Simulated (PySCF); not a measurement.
```xyz
9

N      1.7921     0.2035    -0.0958
Al     0.0163     0.2349    -0.0614
N     -0.9386    -1.2573     0.0925
S     -0.9755     2.1966    -0.2242
H      2.3664    -0.6253    -0.2067
H      2.3752     1.0306    -0.0228
H     -1.9394    -1.3206    -0.0596
H     -0.5568    -2.1721     0.3102
H     -2.1397     1.7098     0.2680
```

Charge 0, multiplicity 1.

Question: Give the Mulliken and meta-Löwdin atomic charges from PBE-D3(BJ)/def2-TZVP in PySCF.

Answer: 
| atom | Mulliken (e) | meta-Löwdin (e) |
|---|---|---|
| N1 | -0.61 | -0.74 |
| Al2 | 0.51 | 0.79 |
| N3 | -0.60 | -0.74 |
| S4 | -0.36 | -0.37 |
| H5 | 0.22 | 0.23 |
| H6 | 0.23 | 0.24 |
| H7 | 0.22 | 0.24 |
| H8 | 0.22 | 0.23 |
| H9 | 0.15 | 0.12 |
